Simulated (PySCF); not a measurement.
A structure optimised at PBE0-D3(BJ)/def2-SVP, used in a PySCF frequency run:

```xyz
10

Bi     0.0208     0.5728     0.0000
H     -1.7765     0.5700     0.0000
Si    -0.0015    -1.3504    -1.8513
H     -1.0126    -2.4082    -1.5479
H      1.3550    -1.9797    -1.8981
H     -0.2977    -0.7627    -3.1941
Si    -0.0015    -1.3504     1.8513
H     -1.0126    -2.4082     1.5479
H     -0.2977    -0.7627     3.1941
H      1.3550    -1.9797     1.8981
```

### Question
Write its SMILES, formula and point group.

### Answer
[SiH3][BiH][SiH3], BiH7Si2, Cs

### Question
What are its rotational constants (standard atomic weights)?

### Answer
2.5649, 2.1565, 1.2236 GHz
